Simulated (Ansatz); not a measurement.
Sn₉AsH₁₆⁺, a doped cluster cut from the lattice of tin (As on a surface site). The state is a triplet with charge 1. Geometry r2SCAN-D4/def2-SVP, that of the charge +1 singlet; atoms count from 1.

Cartesian coordinates in Å:
```
Sn -1.071 0.344 2.574
Sn -0.982 -2.421 -1.030
Sn 2.787 -0.231 0.245
As -0.606 1.901 -1.466
Sn 1.722 0.250 2.792
Sn 1.814 -2.591 -0.915
Sn -2.152 -2.000 1.482
Sn -1.730 2.476 0.876
Sn -1.644 -0.238 -2.661
Sn 2.054 1.904 -1.418
H -1.816 0.758 4.067
H -1.673 -3.769 -1.842
H 4.505 -0.180 0.251
H -0.975 3.061 -2.365
H 2.142 -1.061 3.812
H 2.328 1.720 3.429
H 2.235 -3.908 0.096
H 2.469 -2.807 -2.482
H -1.736 -3.313 2.501
H -3.854 -1.871 1.339
H -3.372 2.653 0.421
H -1.031 4.003 1.211
H -3.295 0.204 -2.761
H -0.902 -0.145 -4.203
H 2.375 3.492 -0.864
H 2.411 1.767 -3.088
```

In the def2 sets Sn takes a core potential; there is no spin–orbit coupling. Single mean-field runs in def2-TZVP are fitted with def2-universal-jkfit. At PBE0-D4/def2-TZVP a singlet of charge 1 lies 4.24 eV below the triplet at the same geometry.

Question: Estimate the Mulliken populations from the PBE0/def2-TZVP orbitals of Ansatz.

Answer: 
| atom | charge (e) | spin (α − β) |
| --- | --- | --- |
| Sn1 | 0.04 | 0.08 |
| Sn2 | 0.15 | 0.52 |
| Sn3 | 0.04 | 0.08 |
| As4 | -0.33 | -0.01 |
| Sn5 | 0.08 | 0.01 |
| Sn6 | 0.06 | 0.45 |
| Sn7 | 0.06 | 0.45 |
| Sn8 | 0.21 | 0.00 |
| Sn9 | 0.15 | 0.09 |
| Sn10 | 0.21 | 0.00 |
| H11 | 0.02 | 0.02 |
| H12 | 0.00 | 0.04 |
| H13 | 0.02 | 0.02 |
| H14 | 0.14 | 0.00 |
| H15 | 0.01 | 0.00 |
| H16 | 0.01 | 0.01 |
| H17 | 0.01 | 0.01 |
| H18 | 0.00 | 0.08 |
| H19 | 0.01 | 0.01 |
| H20 | 0.00 | 0.08 |
| H21 | 0.02 | 0.00 |
| H22 | 0.02 | 0.00 |
| H23 | 0.01 | 0.02 |
| H24 | 0.01 | 0.02 |
| H25 | 0.02 | 0.00 |
| H26 | 0.02 | 0.00 |
Mulliken values depend strongly on the basis.

Question: Where does the spin sit?

Answer: Summed by element: Sn 1.68, As -0.01, H 0.32, of 2 unpaired in all. Largest on single atoms: Sn2 0.52, Sn7 0.45, Sn6 0.45.

Question: And the Mayer bond orders between heavy atoms (over 0.3)?

Answer: Sn1–Sn5 0.85 (2.80 Å); Sn1–Sn7 0.81 (2.80 Å); Sn1–Sn8 0.85 (2.80 Å); Sn2–Sn6 0.47 (2.80 Å); Sn2–Sn7 0.47 (2.80 Å); Sn2–Sn9 0.82 (2.80 Å); Sn3–Sn5 0.85 (2.80 Å); Sn3–Sn6 0.81 (2.80 Å); Sn3–Sn10 0.85 (2.80 Å); As4–Sn8 0.78 (2.66 Å); As4–Sn9 0.77 (2.66 Å); As4–Sn10 0.78 (2.66 Å).
